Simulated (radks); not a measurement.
Ionisation of the boron ion B+, [He] 2s2, to [He] 2s1 as the strength of local exchange is varied. Calculated with a radial shooting solver on a logarithmic mesh with Libxc functionals: non-relativistic Kohn-Sham, Slater X-alpha exchange (alpha = 2/3 is LDA exchange), no correlation, spin-polarised, spherical densities, point nucleus.

alpha	E(B+) (hartree)	exchange (hartree)	IE (eV)	-e of the level emptied (eV)	<r> of it (bohr)
0.667	-23.78747	-3.00410	22.859	18.153 (2s)	1.806
0.862	-24.67562	-3.96978	24.788	20.421 (2s)	1.737
0.949	-25.07825	-4.41335	25.676	21.474 (2s)	1.708
0.957	-25.11547	-4.45453	25.759	21.572 (2s)	1.706
1.021	-25.41443	-4.78638	26.424	22.364 (2s)	1.685
1.034	-25.47542	-4.85430	26.561	22.527 (2s)	1.681

NIST Atomic Spectra Database: 25.155 eV (measured). The Delta-SCF value meets it near alpha = 0.90.
